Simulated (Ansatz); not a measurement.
Geometry optimisation, DFT LDA, scalar-relativistic, plane waves, PAW in Ansatz 0.2.0.

input.yaml

```yaml
crystal:
  lattice:
    - [9.915962, 0.0, 0.0]
    - [0.0, 9.915962, 0.0]
    - [0.0, 0.0, 9.915962]
  atoms:
    - { symbol: O, position: [0.1866181, 0.3643296, 0.4149194] }
    - { symbol: C, position: [0.1631989, 0.3851263, 0.3032185] }
    - { symbol: O, position: [0.8750591, 0.405522, 1.0301266] }
    - { symbol: C, position: [0.9383669, 0.3314636, 0.967154] }
    - { symbol: O, position: [0.6454444, 0.5474383, 0.3078631] }
    - { symbol: C, position: [0.6905721, 0.6153162, 0.3904109] }
    - { symbol: O, position: [0.6343602, 0.131081, 0.5400188] }
    - { symbol: C, position: [0.7475902, 0.1434838, 0.5620009] }
    - { symbol: O, position: [0.3175591, 0.9779583, 0.9477773] }
    - { symbol: C, position: [0.3184922, 0.8706343, 0.9037461] }
    - { symbol: Si, position: [0.218193, 0.5669952, 0.8841215] }
    - { symbol: H, position: [0.2803176, 0.6629259, 0.980564] }
    - { symbol: H, position: [0.1407445, 0.4636476, 0.9595159] }
    - { symbol: H, position: [0.1262492, 0.6410841, 0.7923584] }
    - { symbol: H, position: [0.3254606, 0.5003232, 0.8040478] }
    - { symbol: Si, position: [0.9970058, 0.0309704, 0.2747001] }
    - { symbol: H, position: [0.9819104, -0.0788204, 0.1742939] }
    - { symbol: H, position: [0.8835951, 0.127411, 0.2605389] }
    - { symbol: H, position: [0.9961782, -0.0270608, 0.4125225] }
    - { symbol: H, position: [1.1263395, 0.1023518, 0.2514452] }
    - { symbol: Si, position: [0.8030855, 0.818865, 0.6468868] }
    - { symbol: H, position: [0.699487, 0.879942, 0.7357702] }
    - { symbol: H, position: [0.8261468, 0.6768059, 0.6875156] }
    - { symbol: H, position: [0.7558608, 0.8231102, 0.505059] }
    - { symbol: H, position: [0.9308473, 0.8956018, 0.6592023] }
    - { symbol: Si, position: [0.6195359, 0.2241971, 0.0150297] }
    - { symbol: H, position: [0.6099697, 0.3482031, 0.0980617] }
    - { symbol: H, position: [0.5357042, 0.1165849, 0.0763093] }
    - { symbol: H, position: [0.5704828, 0.2529156, -0.12329] }
    - { symbol: H, position: [0.7619868, 0.1790847, 0.0090379] }
    - { symbol: Si, position: [0.1717474, 0.1395062, 0.7471563] }
    - { symbol: H, position: [0.1993265, -0.0067206, 0.7323091] }
    - { symbol: H, position: [0.0525424, 0.1590512, 0.8353122] }
    - { symbol: H, position: [0.2905318, 0.2066773, 0.8083252] }
    - { symbol: H, position: [0.144589, 0.1990168, 0.6126788] }
basis:
  ecutwfc: 420.0
kpoints:
  mp_grid: { grid: [1, 1, 1] }
hamiltonian:
  xc: lda
scf:
  occupations: { method: fermi_dirac, width: 0.05 }
  lower_state_search: "off"
relax:
  f_tol: 0.3
  max_steps: 15
  adjacent_minimum: "off"
output:
  write_density: true
  write_potential: true
  elf: true
  volumetric_format: npy
```

Run as:

```bash
$ ansatz run input.yaml --threads 1 --pin off --max-ram 3072MiB --backend cpu --events-out ev --progress --plain --runs-dir out
```

Question: Where does it end, and by what steps?

Answer: The run converged. The threshold is loose, so the end isn't yet a minimum. The force dipped under the threshold on the way, but the program's further checks kept it going. Limits of this set-up: coarse k mesh. After 14 steps the energy has fallen by 0.858 eV; C4 moved furthest, 1.01 Å.

```
step  energy less start (eV)  largest force component (eV/Å)  accepted
   0                  0.0000                           2.661       yes
   1                 -0.3339                           3.845       yes
   2                 -0.5043                           2.890       yes
   3                 -0.4409                           4.360        no
   4                 -0.5742                           2.290       yes
   5                 -0.6472                           1.178       yes
   6                 -0.7047                           0.640       yes
   7                 -0.7551                           0.407       yes
   8                 -0.7850                           0.498       yes
   9                 -0.7938                           1.219       yes
  10                 -0.6009                           4.835        no
  11                 -0.8183                           0.713       yes
  12                 -0.8226                           0.879       yes
  13                 -0.8581                           0.241       yes
  14                 -0.8581                           0.242       yes
```

```xyz
35
Lattice="9.9160 0.0000 0.0000 0.0000 9.9160 0.0000 0.0000 0.0000 9.9160" Properties=species:S:1:pos:R:3
O 1.939 4.023 3.805
C 1.835 3.835 2.697
O 8.865 4.182 10.846
C 9.379 3.209 10.591
O 6.378 5.147 2.890
C 7.047 5.512 3.720
O 6.511 1.679 5.284
C 7.496 1.251 5.626
O 3.078 9.230 9.558
C 3.117 8.441 8.752
Si 2.190 5.324 8.887
H 2.615 6.068 10.114
H 1.531 4.042 9.300
H 1.221 6.159 8.113
H 3.387 5.015 8.047
Si 9.723 0.655 2.809
H 9.541 -0.366 1.733
H 8.557 1.594 2.797
H 9.795 -0.015 4.145
H 10.977 1.432 2.563
Si 8.313 8.339 6.478
H 7.290 8.926 7.397
H 8.540 6.907 6.847
H 7.814 8.410 5.071
H 9.593 9.099 6.596
Si 5.934 1.992 0.079
H 5.917 3.231 0.913
H 5.072 0.947 0.706
H 5.420 2.301 -1.290
H 7.343 1.496 -0.013
Si 1.514 1.509 7.079
H 1.890 0.080 6.851
H 0.402 1.582 8.075
H 2.705 2.249 7.604
H 1.079 2.115 5.783
```

The run took 45 s on 1 thread of Intel(R) Xeon(R) 6975P-C (Granite Rapids), on a shared host, peak memory 0.65 GiB.
